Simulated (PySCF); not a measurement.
PySCF input for BrClFHOSi, SMILES O[Si](F)(Cl)Br, B3LYP-D3(BJ)/def2-SVP. The structure is a stationary point at B3LYP-D3(BJ)/def2-SVP. This is a generated structure with no PubChem entry under its InChIKey; it may be hypothetical. One conformer was computed; it need not be the lowest.

```python
import numpy as np
from pyscf import gto, scf, dft, df
from pyscf.hessian import thermo

mol = gto.M(
    atom='''
    O    -1.64754213   -1.15624383   -0.48796853
    Si   -0.27525082   -0.60240873    0.20687279
    F    -0.33081907   -0.78375686    1.80721030
    Cl    1.27585145   -1.71072081   -0.50736686
    Br    0.02189898    1.55530488   -0.17753397
    H    -2.44471889   -0.61593203   -0.41843835
    ''',
    basis='def2-SVP',
    charge=0,
    spin=0,
    max_memory=1600,
    verbose=3,
)
mf = dft.RKS(mol, xc='b3lyp').density_fit(auxbasis='def2-universal-jkfit')
mf.disp = 'd3bj'
mf.grids.level = 3
mf.conv_tol = 1e-11
mf.max_cycle = 100
mf.kernel()

# [left out here: the lines that compute and print the analytic Hessian (its translational invariance restored by hand, since the grid's response is missing), thermochemistry and intensities]
```

Program output:

```
converged SCF energy = -3499.10451072268

WARN: DFTD3 does not support analytical Hessian, using finite difference


WARN: Mole.unit (angstrom) is changed to Bohr

Mode                                 0                   1                   2
Irrep
Freq [cm^-1]                      127.3892            155.4155            221.8871
Reduced mass [au]                   2.8374              3.6781              2.7192
Force const [Dyne/A]                0.0271              0.0523              0.0789
Char temp [K]                     183.2847            223.6084            319.2462
Normal mode                   x     y     z       x     y     z       x     y     z
       0   O                 0.01  0.07 -0.02   -0.06  0.06  0.05   -0.01 -0.09  0.01
       1  Si                 0.04  0.00 -0.01   -0.03 -0.01  0.03   -0.02 -0.01 -0.02
       2   F                 0.08 -0.02 -0.02   -0.00 -0.09  0.02    0.00  0.14 -0.01
       3  Cl                -0.00 -0.08  0.03    0.02  0.08  0.01   -0.00  0.02 -0.03
       4  Br                -0.03  0.02  0.00    0.01 -0.03 -0.02    0.01 -0.02  0.02
       5   H                 0.16  0.35 -0.43    0.09  0.33 -0.35    0.12  0.18 -0.54
Mode                                 3                   4                   5
Irrep
Freq [cm^-1]                      255.4958            261.5591            300.3628
Reduced mass [au]                  15.1519              6.5335             12.3092
Force const [Dyne/A]                0.5828              0.2634              0.6543
Char temp [K]                     367.6015            376.3254            432.1552
Normal mode                   x     y     z       x     y     z       x     y     z
       0   O                 0.10  0.06 -0.05    0.05 -0.14  0.04    0.05 -0.01 -0.13
       1  Si                 0.05  0.01  0.08   -0.01  0.01  0.03   -0.04  0.02  0.02
       2   F                -0.08  0.03  0.08   -0.03 -0.09  0.02    0.12 -0.01  0.03
       3  Cl                -0.02 -0.00 -0.06   -0.04 -0.01 -0.01   -0.07  0.04  0.03
       4  Br                -0.01 -0.02 -0.01    0.02  0.05 -0.01    0.00 -0.02 -0.00
       5   H                 0.11  0.07 -0.07    0.06 -0.07 -0.33   -0.05 -0.17 -0.07
Mode                                 6                   7                   8
Irrep
Freq [cm^-1]                      441.9423            593.4112            785.6862
Reduced mass [au]                  23.3635              8.2613              1.5373
Force const [Dyne/A]                2.6886              1.7140              0.5591
Char temp [K]                     635.8566            853.7865           1130.4275
Normal mode                   x     y     z       x     y     z       x     y     z
       0   O                 0.07 -0.00  0.08   -0.02  0.00 -0.00    0.05  0.09  0.06
       1  Si                 0.06  0.10 -0.04   -0.07  0.12  0.02   -0.01 -0.06  0.00
       2   F                -0.03 -0.03 -0.08    0.01 -0.01  0.03   -0.00  0.01 -0.04
       3  Cl                -0.05  0.02  0.02    0.07 -0.05 -0.03   -0.00  0.01  0.00
       4  Br                -0.01 -0.04  0.01   -0.00 -0.01  0.00   -0.00  0.00 -0.00
       5   H                 0.05 -0.02 -0.04   -0.16 -0.20 -0.15   -0.40 -0.55 -0.41
Mode                                 9                  10                  11
Irrep
Freq [cm^-1]                      895.5680            988.3293           3867.7575
Reduced mass [au]                   6.8091              9.4093              1.0671
Force const [Dyne/A]                3.2176              5.4152              9.4057
Char temp [K]                    1288.5229           1421.9858           5564.8419
Normal mode                   x     y     z       x     y     z       x     y     z
       0   O                -0.09 -0.01 -0.02    0.13  0.03  0.06    0.05 -0.03 -0.00
       1  Si                 0.08  0.02 -0.08   -0.08 -0.02 -0.10   -0.00 -0.00 -0.00
       2   F                -0.01 -0.02  0.14   -0.00 -0.01  0.09   -0.00 -0.00 -0.00
       3  Cl                -0.01  0.01  0.01    0.00 -0.00 -0.00   -0.00  0.00  0.00
       4  Br                -0.00 -0.00  0.00    0.00  0.00  0.00   -0.00 -0.00 -0.00
       5   H                -0.21 -0.18 -0.17    0.19  0.12  0.11   -0.81  0.53  0.06
temperature 298.1500 [K]
pressure 101325.00 [Pa]
Rotational constants [GHz] 2.73032 1.23331 1.08675
Symmetry number 1
Zero-point energy (ZPE) 0.02026 [Eh]   53202.743 [J/mol]
                           tot       elec      trans        rot        vib
Entropy [J/mol/K]       352.956      0.000    173.472    120.769     58.715
Cv [J/mol/K]             86.847      0.000     12.472     12.472     61.903
Cp [J/mol/K]             95.161      0.000     20.786     12.472     61.903
Internal energy [J/mol]                      3718.434   3718.434  63242.954
Internal energy [Eh]   -3499.07759  -3499.10451
Enthalpy [J/mol]                             6197.391   3718.434  63242.954
Enthalpy [Eh]          -3499.07665
Gibbs free energy [J/mol]                  -45523.350 -32288.829  45737.070
Gibbs free energy [Eh] -3499.11673
static polarisability / bohr^3: [[43.023 -3.242 -1.981]
 [-3.244 53.985  0.382]
 [-1.982  0.381 34.156]]
largest difference of analytic and finite-field dipole derivatives / e: 0.0005467090631308125
mode   freq/cm-1   IR/(km/mol)   Raman/(A^4/amu)   depolarisation
   1      127.39        34.135             2.687            0.739
   2      155.42        24.031             1.616            0.620
   3      221.89        42.096             1.232            0.635
   4      255.50         9.666             1.849            0.695
   5      261.56        21.891             3.279            0.439
   6      300.36        27.514             2.477            0.492
   7      441.94        81.250             5.271            0.011
   8      593.41       189.864             2.117            0.230
   9      785.69       296.442             2.810            0.154
  10      895.57       143.166             2.559            0.104
  11      988.33       122.022             1.870            0.463
  12     3867.76       137.214            88.857            0.296
max |gradient| / (hartree/bohr): 3.586719769405915e-05
APT charges: [-0.8903  2.1432 -0.661  -0.4854 -0.4492  0.3426]
```

The run converged.
